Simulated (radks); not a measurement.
Results of a calculation; reference values are marked as such.
Gd0.4+, 63.6 electrons, occupied as [Xe] 4f7 5d(3/2: 0.6, 5/2: 0) 6s2 (fractional occupations, a model configuration). Code: a radial shooting solver on a logarithmic mesh with Libxc functionals. Model: Dirac Kohn-Sham, PBEsol, spin-unpolarised, spherical densities, finite nucleus; open shells fill j = l - 1/2 first; Fermi nuclear charge, rms radius 5.1569 fm. Some entries of the table are withheld. Estimate them.

orbital,occ.,eigenvalue (eV),<r^2> (bohr^2),r(max) (bohr)
1s1/2,2,-50024.14,0.0006553,0.01392
2s1/2,2,-8258.309,0.01022,0.07920
2p1/2,2,-7843.302,0.007420,0.05982
2p3/2,4,-7147.907,0.008654,0.06565
3s1/2,2,-1832.599,0.06822,(1)
3p1/2,2,-1652.503,0.06353,0.2117
3p3/2,4,-1509.888,0.07061,0.2241
3d3/2,4,-1198.352,0.05636,0.1780
3d5/2,6,-1167.269,0.05834,0.1815
4s1/2,2,-371.1809,0.3454,0.5161
4p1/2,2,-301.0652,0.3634,0.5203
4p3/2,4,-269.2724,0.4022,0.5466
4d3/2,4,-153.6610,0.4613,0.5543
4d5/2,6,-147.9151,0.4766,0.5629
5s1/2,2,-52.7511,1.997,1.196
5p1/2,2,(2),2.529,1.302
5p3/2,4,(3),2.865,1.379
4f5/2,6,-12.0800,0.9715,0.5648
4f7/2,1,-11.3264,1.004,0.5697
6s1/2,2,-6.4007,16.12,3.290
5d3/2,0.6,-5.4090,8.187,1.904
5d5/2,0,-5.1089,8.691,1.952

Answer. 
(1) 3s1/2 r(max) (bohr): 0.2246
(2) 5p1/2 eigenvalue (eV): -33.4080
(3) 5p3/2 eigenvalue (eV): -29.0192
